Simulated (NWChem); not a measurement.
# ZnSH cation; SMILES [Zn+][SH]

```xyz
3

Zn     0.0067     0.7655     0.0000
S     -0.0722    -1.3938     0.0000
H      1.2839    -1.4924     0.0000
```
Atoms are numbered in this order, from 1.

Coordinates come from a PBE0/def2-SVP optimisation.

### Question
Give the principal values of the shielding tensors (ppm) of Zn1, S2 from PBE0/pcSseg-1, GIAO (NWChem), with their diamagnetic and paramagnetic parts as GIAO splits them.

### Answer
| atom | σ11 | σ22 | σ33 | isotropic | diamagnetic | paramagnetic |
|---|---|---|---|---|---|---|
| Zn1 | 2196.8 | 2411.3 | 2492.3 | 2366.8 | 2519.6 | -152.8 |
| S2 | -371.2 | 544.0 | 788.9 | 320.6 | 1053.4 | -732.8 |
